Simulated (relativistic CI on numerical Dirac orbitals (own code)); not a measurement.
# Tm XVII: computed level list

Computed by Dirac-Coulomb-Breit CI, separate exchange-only KLI orbitals for each configuration, QED by a radiative potential, unscaled Slater integrals (own radial code, finite nucleus).

CI space (outside the closed core [Ar] 3d10 4p6 4d10): 4s2 4f7, 4s2 4f6 5s, 4s2 4f5 5s2, 4s2 4f6 6s, 4f9. Levels of other configurations are missing.

| No. | Configuration | Term | J | E (cm⁻¹) | % | Next component (%) | Landé g | Lifetime (s) |
| --- | --- | --- | --- | --- | --- | --- | --- | --- |
| 41 | 4s2 4f7 | 6F° | 5/2 | 103053.5 | 48 | 14 6G° | 1.073 | 1.42e-02 |
| 42 | 4s2 4f7 | 6F° | 7/2 | 103106.7 | 41 | 17 4F° | 1.180 | 2.77e-02 |
| 43 | 4s2 4f7 | 4L° | 17/2 | 103254.1 | 36 | 28 4K° | 1.047 | 1.15e-02 |
| 44 | 4s2 4f7 | 4L° | 15/2 | 103292.6 | 63 | 30 4K° | 1.005 | 1.42e-02 |
| 45 | 4s2 4f7 | 4H° | 13/2 | 103783.0 | 37 | 35 4L° | 1.040 | 1.95e-02 |
| 46 | 4s2 4f7 | 6F° | 9/2 | 104490.8 | 38 | 30 6G° | 1.282 | 2.48e-02 |
| 47 | 4s2 4f7 | 4H° | 11/2 | 104681.5 | 42 | 25 6F° | 1.226 | 7.62e-03 |
| 48 | 4s2 4f7 | 6F° | 3/2 | 105059.5 | 50 | 34 4D° | 1.032 | 1.03e-02 |
| 49 | 4s2 4f7 | 6H° | 5/2 | 106565.3 | 33 | 27 4G° | 0.707 | 1.26e-02 |
| 50 | 4s2 4f7 | 4L° | 19/2 | 106829.2 | 83 | 13 4N° | 1.127 | 1.23e-01 |
| 51 | 4s2 4f7 | 4D° | 1/2 | 107187.8 | 54 | 45 6F° | -0.285 | 1.31e-02 |
| 52 | 4s2 4f7 | 4K° | 11/2 | 107938.5 | 73 | 12 2I° | 0.840 | 1.08e-02 |
| 53 | 4s2 4f7 | 6H° | 15/2 | 108603.9 | 72 | 21 4I° | 1.286 | 2.88e-02 |
| 54 | 4s2 4f7 | 6H° | 7/2 | 108769.5 | 26 | 25 4G° | 1.014 | 2.35e-02 |
| 55 | 4s2 4f7 | 6H° | 9/2 | 109461.6 | 45 | 18 4H° | 1.065 | 3.02e-02 |
| 56 | 4s2 4f7 | 6H° | 11/2 | 109554.7 | 46 | 29 4H° | 1.182 | 4.02e-02 |
| 57 | 4s2 4f6 5s | 6F | 1/2 | 110756.6 | 74 | 16 4D | -0.214 | 4.66e-02 |
| 58 | 4s2 4f7 | 4H° | 9/2 | 111187.1 | 53 | 20 4F° | 1.088 | 8.27e-03 |
| 59 | 4s2 4f7 | 6H° | 13/2 | 111943.5 | 38 | 26 4H° | 1.211 | 1.43e-02 |
| 60 | 4s2 4f7 | 4L° | 17/2 | 112430.7 | 51 | 27 4K° | 1.099 | 1.00e-02 |
| 61 | 4s2 4f6 5s | 6F | 3/2 | 113165.0 | 82 | 10 4D | 1.127 | 6.98e-02 |
| 62 | 4s2 4f7 | 6H° | 7/2 | 113334.3 | 27 | 22 4G° | 1.002 | 8.91e-03 |
| 63 | 4s2 4f7 | 4K° | 15/2 | 113719.6 | 43 | 27 4L° | 1.062 | 8.44e-03 |
| 64 | 4s2 4f7 | 4K° | 13/2 | 114353.9 | 58 | 21 4L° | 0.980 | 7.40e-03 |
| 65 | 4s2 4f7 | 4H° | 11/2 | 115198.3 | 49 | 18 4I° | 1.105 | 3.24e-02 |
| 66 | 4s2 4f7 | 2Q° | 23/2 | 115688.5 | 82 | 13 2O° | 0.978 | 5.42e-02 |
| 67 | 4s2 4f7 | 4H° | 7/2 | 115962.1 | 54 | 12 2G° | 0.831 | 1.25e-02 |
| 68 | 4s2 4f6 5s | 6F | 5/2 | 116183.1 | 89 | 5 4D | 1.319 | 1.12e-01 |
| 69 | 4s2 4f7 | 4G° | 5/2 | 116490.5 | 42 | 24 4F° | 0.827 | 1.12e-02 |
| 70 | 4s2 4f7 | 4H° | 9/2 | 116714.1 | 37 | 18 4I° | 1.023 | 8.78e-03 |

Energies count from the lowest computed level; ° marks odd parity; lifetimes are radiative, by E1, M1, E2, M2 decay to levels of this space only.

The mean weight of the leading LS term, summed over parents, in these 30 levels is 52 %, and that of the leading jj configuration (from the same eigenvectors) 48 %.

At this charge transitions that keep the count of f electrons are usually good to a few per cent. Terms inside the open d or f shell come out 10 to 20 % too wide with unscaled integrals. Levels that differ in their count of f electrons can be misplaced by several ten thousand cm⁻¹, since the correlation energy of f electrons is missing or only estimated; rates across such gaps can be off by orders of magnitude.

LS names give the leading component of a level, which can be under half, so a name can repeat, a term be missing and a line seem to break the LS rules.
